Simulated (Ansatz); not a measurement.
Gas-phase electronic energies from Ansatz, PBE0-D4/def2-TZVP geometries. CBS: MP2 limit from def2 TZ/QZ plus the TZ coupled-cluster correction, frozen cores. This one scheme is used for every species. For Ga outer-core shells are correlated without core-valence functions, which leaves a few kJ/mol of doubt a bond. Scalar relativity is left out up to krypton. Each species was taken in one conformer, which may not be the lowest.

Consider the hydrogenolysis of a B–C bond: `CB[NH][GaH2]` + H₂ → `B[NH][GaH2]` + CH₄.

```csv
species,CCSD(T)/CBS(def2) energy (Eh)
`CB[NH][GaH2]`,-2045.75396
H₂,-1.17544
`B[NH][GaH2]`,-2006.47671
CH₄,-40.46206
```

(1) Work out ΔE.

Largest T1 diagnostic among the species: 0.013.

Results:

(1) ΔE = (-2006.47671) + (-40.46206) − (-2045.75396) − (-1.17544) = -0.00937 Eh = -24.6 kJ/mol.

At CCSD(T), def2-SVP lies −7.8 kJ/mol from the extrapolated value and def2-TZVPP −2.4 kJ/mol. In def2-TZVPP, CCSD(T) changes the Hartree–Fock value by +21.2 kJ/mol (the triples alone add +3.7 kJ/mol) and MP2 by +24.7 kJ/mol. The D4 term adds +8.7 kJ/mol with B3LYP and +4.8 kJ/mol with PBE0; it sums over pairs of atoms, weighted by their polarisabilities, and B3LYP, whose exchange is more repulsive, gets the larger term.

B3LYP here is the variant with VWN-RPA as its local correlation; programs differ in this.
